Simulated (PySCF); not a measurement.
Geometry:
```
atom   x (Å)   y (Å)   z (Å)
  F1   1.934   1.692  -0.656
  C2   2.898   1.047  -0.001
  F3   4.048   1.696  -0.113
  C4   2.692  -0.088   0.663
  F5   3.759  -0.675   1.246
  P6   1.159  -1.069   0.735
  P7  -0.109   0.447   1.229
  C8  -1.712  -0.455   1.181
 Si9  -2.536  -0.294  -0.546
 H10  -2.368  -0.008   1.930
 H11  -1.578  -1.506   1.431
 H12  -2.658   1.126  -0.871
 H13  -1.682  -0.980  -1.516
 H14  -3.849  -0.932  -0.453
```

One averaged value for each set of equivalent atoms, one conformer, relativity neglected, in vacuum. GIAO PBE0/pcSseg-1 shieldings; coordinates at the GFN2-xTB level; PySCF 2.14.

Chemical shifts δ = σref − σ; 13C (σref 186.93) and 1H (σref 31.72) and 29Si (σref 349.16) against TMS; CFCl3 for 19F (σref 170.95); H3PO4 for 31P (σref 318.38), all at this level.

```
      atoms  nucleus  count  δ (ppm)
         C8      13C      1        ?
         F3      19F      1    -92.0
         C2      13C      1    169.1
    H10/H11       1H      2     2.91
        Si9     29Si      1    -63.5
         F5      19F      1   -179.1
H12/H13/H14       1H      3     4.09
         P6      31P      1        ?
         P7      31P      1    686.0
         F1      19F      1        ?
         C4      13C      1    144.3
```

**Question.** Fill in the missing shifts.

**Answer.** 
- C8: 27.2 ppm, sp3 CH2 bonded to P and Si
- F1: -103.9 ppm, vinylic fluorine
- P6: 518.4 ppm, phosphorus bonded to C, P

Shifts are as computed. Against solution values, carbons near 30 ppm lie about +3 ppm off and those near 130 ppm about +5 ppm. Of 1211 compounds with measured shifts, 218 miss one by over three times the rms of a fit or turn the order of signals round; such compounds aren't used in these exercises. Unscaled 19F shifts against computed CFCl3 carry errors that often reach 10 to 50 ppm. Experimental scales use liquid or dissolved standards, which lie at an offset from isolated H3PO4.
